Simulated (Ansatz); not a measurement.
# Cost against result

Saddle point of SiH$_{2}$Cl$_{3}$F, closed shell (SiHCl₃ ([Cl][SiH]([Cl])[Cl]) + HF → SiHCl₂F ([F][SiH]([Cl])[Cl]) + HCl; bonds formed: Si1–F7, Cl2–H6; bonds broken: Si1–Cl2, H6–F7), PBE0-D4/def2-TZVP structure:

```json
{"atom": "Si1", "x (Å)": "-0.3517", "y (Å)": "0.1602", "z (Å)": "-0.3454"}
{"atom": "Cl2", "x (Å)": "1.7535", "y (Å)": "-0.8100", "z (Å)": "0.2901"}
{"atom": "Cl3", "x (Å)": "-0.0543", "y (Å)": "-0.5447", "z (Å)": "-2.2561"}
{"atom": "Cl4", "x (Å)": "0.1919", "y (Å)": "2.1085", "z (Å)": "-0.2115"}
{"atom": "H5", "x (Å)": "-1.8148", "y (Å)": "0.0344", "z (Å)": "-0.2980"}
{"atom": "H6", "x (Å)": "0.6818", "y (Å)": "-0.6467", "z (Å)": "1.3777"}
{"atom": "F7", "x (Å)": "-0.4065", "y (Å)": "-0.3017", "z (Å)": "1.4431"}
```

Barriers are electronic and count from the start structure reached by relaxing down the imaginary mode.

Program: Ansatz 0.2.0. Basis: as named in each row. Cores are frozen in the correlated methods. B3LYP uses VWN-RPA correlation. Extrapolation: Hartree–Fock as exp(−7.88 √X), correlation as X^−2.97.

Times are rough, for one single point on 4 threads of a shared host (Intel Xeon Platinum 8259CL).

The estimate by CCSD(T) at an estimated basis limit (MP2 extrapolated from triple and quadruple zeta, plus CCSD(T) − MP2 in triple zeta) is 33.33 kcal/mol.

| method | basis | time (s) | barrier (kcal/mol) | method less estimate |
| --- | --- | --- | --- | --- |
| HF | STO-3G | under 1 | 34.63 | 1.30 |
| PBE-D4 | STO-3G | under 1 | -18.26 | -51.59 |
| SPW92 | def2-SVP | under 1 | 11.19 | -22.14 |
| PBE-D4 | def2-SVP | under 1 | 19.81 | -13.52 |
| B3LYP-D4 | 6-31G | 1 | 23.78 | -9.55 |
| PBE0-D4 | def2-SVP | 1 | 25.65 | -7.68 |
| SPW92 | def2-TZVPP | 1 | 16.77 | -16.56 |
| PBE-D4 | def2-TZVPP | 2 | 25.20 | -8.13 |
| BLYP-D4 | def2-TZVPP | 2 | 28.26 | -5.07 |
| CCSD(T) | def2-SVP | 3 | 34.28 | 0.95 |
| B3LYP-D4 | def2-TZVPP | 3 | 31.36 | -1.97 |
| PBE0-D4 | def2-TZVPP | 3 | 29.69 | -3.64 |
| BHLYP-D4 | def2-TZVPP | 4 | 36.09 | 2.76 |
| r2SCAN-D4 | def2-TZVPP | 4 | 27.35 | -5.98 |
| CAM-B3LYP-D4 | def2-TZVPP | 4 | 31.16 | -2.17 |
| wB97M-V | def2-SVP | 4 | 25.44 | -7.89 |
| RPA on PBE | def2-TZVPP | 4 | 32.62 | -0.71 |
| r2SCAN0-D4 | def2-TZVPP | 5 | 30.66 | -2.67 |
| B2PLYP | def2-TZVPP | 6 | 32.52 | -0.82 |
| PBE-QIDH | def2-TZVPP | 6 | 32.44 | -0.89 |
| B97M-V | def2-TZVPP | 6 | 31.52 | -1.81 |
| wB97X-V | def2-TZVPP | 7 | 31.59 | -1.74 |
| wB97M-V | def2-TZVPP | 8 | 30.19 | -3.14 |
| MP2 | def2-QZVPP | 16 | 32.21 | -1.12 |
| CCSD(T) | def2-TZVPP | 75 | 33.76 | 0.43 |

All methods are single points on the PBE0-D4 structures; a negative value means that the method puts the saddle structure below the start.

T1 diagnostic: at most 0.011.

Labels in which every atom is bracketed show which atoms are joined, not bond orders.
